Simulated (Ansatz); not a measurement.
Born–Oppenheimer molecular dynamics of Cl$_{2}$GaH$_{2}$N (6 atoms, charge 0, multiplicity 1). It goes on from the last frame of an earlier run, with new velocities.

Computed with Ansatz 0.2.0, RKS r2SCAN/def2-SVP.

- ensemble: NVT, Langevin thermostat
- time step: 1 fs
- steps asked: 166
- set temperature: 1500 K
- friction: 0.05 /fs
- seed: 927873

First frame:

```xyz
6
Properties=species:S:1:pos:R:3
Ga -0.001 -0.061 -0.014
N 0.157 0.243 1.874
H -0.681 0.475 2.428
H 0.821 0.976 2.018
Cl 1.741 0.609 -0.992
Cl -1.759 -0.562 -1.111
```

(1) How far do the bonds stretch over the last three quarters of this one trajectory? (Pairs bonded in most of those frames.)

## Answers

(1) 
```json
{"bond": "Ga1–N2", "mean (Å)": "1.813", "spread (Å)": "0.064", "shortest": "1.69", "longest": "1.95"}
{"bond": "Ga1–Cl5", "mean (Å)": "2.162", "spread (Å)": "0.061", "shortest": "2.06", "longest": "2.25"}
{"bond": "Ga1–Cl6", "mean (Å)": "2.162", "spread (Å)": "0.061", "shortest": "2.01", "longest": "2.25"}
{"bond": "N2–H3", "mean (Å)": "1.037", "spread (Å)": "0.046", "shortest": "0.95", "longest": "1.16"}
{"bond": "N2–H4", "mean (Å)": "1.034", "spread (Å)": "0.059", "shortest": "0.91", "longest": "1.18"}
```

Mean temperature of the second half: 1559 K. A run of 0.17 ps of so small a system gives no equilibrium averages.

Run time: 8.1 min on 4 threads of Arm Neoverse N1 (shared host), peak memory 0.17 GiB.
